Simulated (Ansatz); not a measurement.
Computed with Ansatz on PBE0-D4/def2-TZVP structures; ΔE is electronic, products minus reactants. CCSD(T)/CBS is the MP2 limit (def2-TZVPP, def2-QZVPP) plus CCSD(T) − MP2 in def2-TZVPP, frozen cores. This one scheme is used for every species. DFT in def2-TZVPP. B3LYP here is the variant with VWN-RPA as its local correlation; programs differ in this. HSE06 is defined as in plane-wave codes. Triplets are unrestricted, without spin–orbit coupling. One conformer a species, not always the lowest.

`CO[SiH]([SiH3])S` → `[CH2]` (triplet) + `O[SiH]([SiH3])S`  (formal loss of a carbene)

(1) Is it downhill or uphill in electronic energy at CCSD(T)/CBS, and by how much? (An estimate is asked.)

(2) What do these levels give: B3LYP-D4, HSE06-D4, BLYP, BHLYP, SCS-MP2/def2-QZVPP, CCSD/CBS(def2)? (An estimate is asked.)

Largest T1 diagnostic among the species: 0.012.

Answers

(1) Ansatz gave: Uphill: ΔE = +387.4 kJ/mol.

(2) Computed: B3LYP-D4 388.0, HSE06-D4 387.3, BLYP 374.5, BHLYP 367.6, SCS-MP2/def2-QZVPP 398.5, CCSD/CBS(def2) 376.3 kJ/mol.

At CCSD(T), def2-SVP lies −4.5 kJ/mol from the extrapolated value and def2-TZVPP −8.5 kJ/mol. From r2SCAN to r2SCAN0 (25 % exact exchange), in def2-TZVPP and without D4, ΔE moves by −5.6 kJ/mol. The D4 term adds +11.3 kJ/mol with B3LYP and +6.4 kJ/mol with PBE0; it sums over pairs of atoms, weighted by their polarisabilities, and B3LYP, whose exchange is more repulsive, gets the larger term.
